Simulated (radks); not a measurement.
Species: the nickel ion Ni2+. Configuration: [Ar] 3d8. All-electron calculation, scalar-relativistic Kohn-Sham, PBEsol, spin-unpolarised, spherical densities, finite nucleus; Fermi nuclear charge, rms radius 3.7757 fm; hard spherical wall at 2.5 bohr. Program: a radial shooting solver on a logarithmic mesh with Libxc functionals.

Local quantities along the radius. ELF = 1/(1 + alpha^2) is the electron localisation function; alpha = (tau - tau_W)/tau_unif compares the Pauli kinetic energy density with that of the uniform gas. tau is taken from the large components.

```
   r/bohr * ELF (the largest magnitude, 1, reaches the edge; | marks zero)
  0.00319 |                                                      *
 0.003568 |                                                      *
 0.004023 |                                                      *
   0.0045 |                                                      *
 0.005033 |                                                      *
 0.005675 |                                                      *
 0.006347 |                                                      *
   0.0071 |                                                      *
 0.008005 |                                                      *
 0.008954 |                                                      *
  0.01001 |                                                      *
  0.01129 |                                                      *
  0.01263 |                                                      *
  0.01424 |                                                      *
  0.01593 |                                                      *
  0.01782 |                                                      *
  0.02009 |                                                      *
  0.02247 |                                                      *
  0.02513 |                                                      *
  0.02833 |                                                     *
  0.03169 |                                                     *
  0.03545 |                                                    *
  0.03997 |                                                  *
   0.0447 |                                               *
   0.0504 |                                          *
  0.05638 |                                  *
  0.06306 |                          *
   0.0711 |                   *
  0.07952 |               *
  0.08895 |               *
   0.1003 |                 *
   0.1122 |                       *
   0.1265 |                              *
   0.1415 |                                    *
   0.1582 |                                         *
   0.1784 |                                           *
   0.1995 |                                            *
   0.2232 |                                          *
   0.2517 |                                     *
   0.2815 |                           *
   0.3148 |                 *
    0.355 |          *
    0.397 |          *
   0.4477 |                *
   0.5007 |                         *
   0.5601 |                                  *
   0.6315 |                                       *
   0.7063 |                                         *
     0.79 |                                         *
   0.8907 |                                       *
   0.9963 |                                    *
    1.114 |                               *
    1.256 |                        *
    1.405 |                 *
    1.585 |           *
    1.772 |     *
    1.982 |  *
    2.235 |*
```

On this mesh the ELF has minima near r = 0.089, 0.40 bohr, which separate the shells, and maxima near 0.20 (0.81), 0.71 (0.77).

Self-consistent cycle (total energy in hartree, residual of the potential): 1: -1513.607450, 6e+00; 2: -1516.864803, 3e+00; 3: -1517.787413, 3e-01; 4: -1517.794797, 3e-01; 5: -1517.812248, 7e-02; 6: -1517.813478, 8e-03; 7: -1517.813488, 3e-03; 8: -1517.813494, 3e-04; 9: -1517.813494, 7e-06; 10: -1517.813494, 1e-06; 11: -1517.813494, 2e-07; 12: -1517.813494, 1e-07; 13: -1517.813494, 1e-08; 14: -1517.813494, 3e-10.
